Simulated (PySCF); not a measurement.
## Electric field gradients and quadrupole coupling constants

Species: C₃H₁₁ClSi₂.
Z-matrix (Å and degrees, GFN2-xTB geometry), rows numbered from 1:
```
Si
C   1  1.9007
C   2  1.5295  1  115.04
Si  3  1.8981  2  114.93  1    71.69
C   4  1.9144  3  107.45  2   172.31
Cl  5  1.7834  4  108.99  3    62.95
H   1  1.4631  2  110.43  3   -65.11
H   1  1.4652  2  108.17  3   175.33
H   1  1.4643  2  109.33  3    56.19
H   2  1.0919  1  109.67  3   123.48
H   2  1.0939  1  107.90  3  -121.39
H   3  1.0924  2  109.19  1   -51.97
H   3  1.0955  2  108.68  1  -167.18
H   4  1.4702  3  111.26  2    56.34
H   4  1.4633  3  113.38  2   -69.21
H   5  1.0872  4  113.51  3   -55.66
H   5  1.0863  4  112.48  3  -179.16
```

Field gradients from the PBE0/pcSseg-1 density (PySCF, non-relativistic), principal values in atomic units, ordered |Vxx| ≤ |Vyy| ≤ |Vzz|:

```tsv
atom	Vxx	Vyy	Vzz
Cl6	-1.9712	-2.0448	4.0161
```

**Question.** Find the asymmetry η = (Vxx − Vyy)/Vzz and the couplings χ = eQV/h (234.96 MHz × Q in barn × V in au), with Q(35Cl) = −0.0817 b.

**Answer.** 
| atom | environment | nucleus | η | χzz (MHz) | χxx (MHz) | χyy (MHz) |
| --- | --- | --- | --- | --- | --- | --- |
| Cl6 | alkyl chlorine | 35Cl | 0.02 | -77.10 | 37.84 | 39.25 |

The gradient is axial or nearly so (η below 0.05) at Cl6. 

**Question.** What is Vzz at Cl6 in SI units (1 au = 9.71736 × 10²¹ V/m²)?

**Answer.** 4.0161 au = 39.026 × 10²¹ V/m².

**Question.** What couplings would deuterons (Q(2H) = 0.00286 b) have in place of the hydrogens, at this geometry?

**Answer.** 
| atom | bonded to | bond length (Å) | Vzz (au) | η | χzz (kHz) |
| --- | --- | --- | --- | --- | --- |
| H7 | Si1 | 1.463 | 0.1630 | 0.02 | 110 |
| H8 | Si1 | 1.465 | 0.1620 | 0.01 | 109 |
| H9 | Si1 | 1.464 | 0.1625 | 0.01 | 109 |
| H10 | C2 | 1.092 | 0.3094 | 0.04 | 208 |
| H11 | C2 | 1.094 | 0.3065 | 0.03 | 206 |
| H12 | C3 | 1.092 | 0.3060 | 0.03 | 206 |
| H13 | C3 | 1.096 | 0.3041 | 0.03 | 204 |
| H14 | Si4 | 1.470 | 0.1575 | 0.01 | 106 |
| H15 | Si4 | 1.463 | 0.1619 | 0.02 | 109 |
| H16 | C5 | 1.087 | 0.3127 | 0.07 | 210 |
| H17 | C5 | 1.086 | 0.3140 | 0.07 | 211 |

Isolated species at its GFN2-xTB geometry (one conformer only). GFN2-xTB bond lengths can be off by several hundredths of an ångström, more for odd bonds, and the gradients follow them. With so small a basis the couplings can be 20 % off.
